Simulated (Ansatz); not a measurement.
System: TaO₂, net charge 0, doublet state. The spin state was set by rule; other spins were not relaxed. SMILES: [O]=[Ta]=[O]
Coordinates optimised at B3LYP-D3(BJ)/def2-TZVP (Ansatz, a first-principles code):
```
Ta
O 1 1.7314
O 1 1.7314 2 105.76
```
Charge 0, spin multiplicity 2.

Quantity: atomisation energy (electronic, to ground-state atoms), in kcal/mol. Cores are frozen in the correlated levels unless marked. UHF or UKS for open shells. No spin-orbit coupling. The frozen core is the preceding noble-gas configuration, with the filled d and f shells of earlier blocks. Past Kr the def2 sets carry scalar-relativistic core potentials. The coupled-cluster limit lacks core correlation, which all-electron functionals hold. CBS(X,Y): correlation extrapolated as X^-3; Hartree-Fock from the larger set.

| level | program | atomisation energy (kcal/mol) |
|---|---|---|
| HF/def2-TZVPPD | Ansatz | 175.3 |

### Question
Estimate the value at CCSD(T)/CBS(def2-TZVPP,def2-QZVPP) as computed with Ansatz.

### Answer
344.1 kcal/mol, so HF/def2-TZVPPD differs from it by -168.8 kcal/mol.
